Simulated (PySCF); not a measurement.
A calculated (M06-L, PySCF 2.14, Sapporo-DZP-2012, the spin-free X2C one-electron Hamiltonian (Gaussian nucleus)) atom or ion has these occupied shells.

| shell | electrons | orbital energy (eV) | rms radius, mean of both spins (bohr) |
| --- | --- | --- | --- |
| 1s α | 1 | -2120.6 | 0.120 |
| 1s β | 1 | -2120.4 | 0.120 |
| 2s α | 1 | -203.13 | 0.563 |
| 2s β | 1 | -203.02 | 0.563 |
| 2p α | 3 | -150.95 | 0.541 |
| 2p β | 3 | -150.75 | 0.541 |
| 3s α | 1 | -34.750 | 1.86 |
| 3s β | 1 | -33.332 | 1.86 |
| 3p α | 1 | -25.104 | 2.11 |

Q: Name the element and its charge.

A: P²⁺ (phosphorus, charge +2), in [Ne] 3s2 3p1, 2P determinant.
